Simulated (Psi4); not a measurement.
C₂H₆AlCl (SMILES [CH3][Al]([CH3])[Cl]), singlet, geometry from GFN2-xTB (such geometries of metal compounds can be far from the true shape), atoms displaced at random by about 0.03 Å a coordinate; R2SCAN/STO-3G, gradient run with Psi4 1.11.

The Psi4 input:
```
memory 2 GB

molecule mol {
0 1
  Al    0.206061   -0.237451    0.231531
  C     2.110810   -0.623448   -0.403518
  H     2.576443   -1.393173    0.271707
  H     2.632640    0.245202   -0.452137
  H     2.031504   -1.020738   -1.408844
  C    -0.665677   -0.944746    1.814539
  H    -1.543836   -1.481662    1.605070
  H    -1.031993   -0.104339    2.530058
  H    -0.044106   -1.578661    2.407681
  Cl   -0.885954    0.995351   -0.895075
symmetry c1
no_reorient
no_com
}

set basis sto-3g
set reference rks

gradient('r2scan')
print_variables()
```

The log (banner, timings and long lists left out):

```
gradient() will perform analytic gradient computation.

   => Loading Basis Set <=

    Name: STO-3G
    Role: ORBITAL
    Keyword: BASIS

         ---------------------------------------------------------
                                   SCF
               by Justin Turney, Rob Parrish, Andy Simmonett
                          and Daniel G. A. Smith
                              RKS Reference
         ---------------------------------------------------------

  ==> Geometry <==

    Molecular point group: c1
    Full point group: C1

    Geometry (in Angstrom), charge = 0, multiplicity = 1:

       Center              X                  Y                   Z               Mass
    ------------   -----------------  -----------------  -----------------  -----------------
         AL           0.206061000000    -0.237451000000     0.231531000000    26.981538530000
         C            2.110810000000    -0.623448000000    -0.403518000000    12.000000000000
         H            2.576443000000    -1.393173000000     0.271707000000     1.007825032230
         H            2.632640000000     0.245202000000    -0.452137000000     1.007825032230
         H            2.031504000000    -1.020738000000    -1.408844000000     1.007825032230
         C           -0.665677000000    -0.944746000000     1.814539000000    12.000000000000
         H           -1.543836000000    -1.481662000000     1.605070000000     1.007825032230
         H           -1.031993000000    -0.104339000000     2.530058000000     1.007825032230
         H           -0.044106000000    -1.578661000000     2.407681000000     1.007825032230
         CL          -0.885954000000     0.995351000000    -0.895075000000    34.968852682000

  Running in c1 symmetry.

  Rotational constants: A =      0.15704  B =      0.11108  C =      0.06659 [cm^-1]
  Rotational constants: A =   4707.79978  B =   3330.22213  C =   1996.34353 [MHz]
  Nuclear repulsion =  192.624692054122107

  Charge       = 0
  Multiplicity = 1
  Electrons    = 48
  Nalpha       = 24
  Nbeta        = 24

  ==> Algorithm <==

  SCF Algorithm Type is DF.
  DIIS enabled.
  MOM disabled.
  Fractional occupation disabled.
  Guess Type is SAD.
  Energy threshold   = 1.00e-08
  Density threshold  = 1.00e-08
  Integral threshold = 1.00e-12

  ==> Primary Basis <==

  Basis Set: STO-3G
    Blend: STO-3G
    Number of shells: 22
    Number of basis functions: 34
    Number of Cartesian functions: 34
    Spherical Harmonics?: true
    Max angular momentum: 1

  ==> DFT Potential <==

   => LibXC <=

    Version 7.1.2
    S. Lehtola, C. Steigemann, M. J. T. Oliveira, and M. A. L. Marques,  SoftwareX 7, 1–5 (2018) (10.1016/j.softx.2017.11.002)

   => Composite Functional: R2SCAN <=

    r2SCAN Meta-GGA XC Functional  (0.1021/acs.jpclett.0c02405)
    J. W. Furness, A. D. Kaplan, J. Ning, J. P. Perdew, J. Sun  J. Phys. Chem. Lett.  11, 8208–8215, 2020

    Deriv               =              1
    GGA                 =           TRUE
    Meta                =           TRUE

    Exchange Hybrid     =          FALSE
    MP2 Hybrid          =          FALSE

   => Exchange Functionals <=

    1.0000   XC_MGGA_X_R2SCAN

   => Correlation Functionals <=

    1.0000   XC_MGGA_C_R2SCAN

   => LibXC Density Thresholds  <==

    XC_MGGA_C_R2SCAN:  1.00E-15
    XC_MGGA_X_R2SCAN:  1.00E-11

   => Molecular Quadrature <=

    Radial Scheme          =       TREUTLER
    Pruning Scheme         =           NONE
    Nuclear Scheme         =       TREUTLER

    Blocking Scheme        =         OCTREE
    BS radius alpha        =              1
    Pruning alpha          =              1
    Radial Points          =             75
    Spherical Points       =            302
    Total Points           =         211913
    Total Blocks           =           1627
    Max Points             =            256
    Max Functions          =             32
    Weights Tolerance      =       1.00E-15

   => Loading Basis Set <=

[...]
  @DF-RKS Final Energy:  -773.59997379652600
    Total Energy =                       -773.5999737965260010
[...]
         H            2.632640000000     0.245202000000    -0.452137000000     1.007825032230
         H            2.031504000000    -1.020738000000    -1.408844000000     1.007825032230
         C           -0.665677000000    -0.944746000000     1.814539000000    12.000000000000
         H           -1.543836000000    -1.481662000000     1.605070000000     1.007825032230
         H           -1.031993000000    -0.104339000000     2.530058000000     1.007825032230
         H           -0.044106000000    -1.578661000000     2.407681000000     1.007825032230
         CL          -0.885954000000     0.995351000000    -0.895075000000    34.968852682000

  Nuclear repulsion =  192.624692054122107

  ==> Basis Set <==

  Basis Set: STO-3G
    Blend: STO-3G
    Number of shells: 22
    Number of basis functions: 34
    Number of Cartesian functions: 34
    Spherical Harmonics?: true
    Max angular momentum: 1

  ==> DFJKGrad: Density-Fitted SCF Gradients <==

    Gradient:                    1
    J tasked:                  Yes
    K tasked:                   No
    wK tasked:                  No
    Integrals threads:           1
    Schwarz Cutoff:          1E-12
    Fitting Condition:       1E-10

   => Auxiliary Basis Set <=

  Basis Set: (STO-3G AUX)
    Blend: DEF2-UNIVERSAL-JKFIT
    Number of shells: 162
    Number of basis functions: 514
    Number of Cartesian functions: 608
    Spherical Harmonics?: true
    Max angular momentum: 4

  ==> DFT Potential <==

   => LibXC <=

    Version 7.1.2
    S. Lehtola, C. Steigemann, M. J. T. Oliveira, and M. A. L. Marques,  SoftwareX 7, 1–5 (2018) (10.1016/j.softx.2017.11.002)

   => Composite Functional: R2SCAN <=

    r2SCAN Meta-GGA XC Functional  (0.1021/acs.jpclett.0c02405)
    J. W. Furness, A. D. Kaplan, J. Ning, J. P. Perdew, J. Sun  J. Phys. Chem. Lett.  11, 8208–8215, 2020

    Deriv               =              1
    GGA                 =           TRUE
    Meta                =           TRUE

    Exchange Hybrid     =          FALSE
    MP2 Hybrid          =          FALSE

   => Exchange Functionals <=

    1.0000   XC_MGGA_X_R2SCAN

   => Correlation Functionals <=

    1.0000   XC_MGGA_C_R2SCAN

   => LibXC Density Thresholds  <==

    XC_MGGA_C_R2SCAN:  1.00E-15
    XC_MGGA_X_R2SCAN:  1.00E-11

   => Molecular Quadrature <=

    Radial Scheme          =       TREUTLER
    Pruning Scheme         =           NONE
    Nuclear Scheme         =       TREUTLER

    Blocking Scheme        =         OCTREE
    BS radius alpha        =              1
    Pruning alpha          =              1
    Radial Points          =             75
    Spherical Points       =            302
    Total Points           =         211913
    Total Blocks           =           1627
    Max Points             =            256
    Max Functions          =             32
    Weights Tolerance      =       1.00E-15

  -Total Gradient:
     Atom            X                  Y                   Z
    ------   -----------------  -----------------  -----------------
       1       -0.057880842212     0.040619675400    -0.025622551479
       2        0.089381247096     0.068718542607    -0.036313661884
       3        0.003702755235    -0.019767608012     0.016014701625
       4       -0.046933193302    -0.063596707612    -0.001302278610
       5       -0.003097321216     0.006595495041     0.007768306239
       6       -0.007966279946    -0.068915147526    -0.017077206523
       7        0.033037009827     0.022787546061     0.013603839390
       8       -0.017523634703     0.027167778558     0.028498336700
       9       -0.016396093589     0.013922735508    -0.011278664439
      10        0.025372331994    -0.029165151739     0.027058788834

  Variable Map:
  ----------------------------------------------------------------------------
[...]
  Array Variable Map:
  ----------------------------------------------------------------------------
[...]
[...]
```
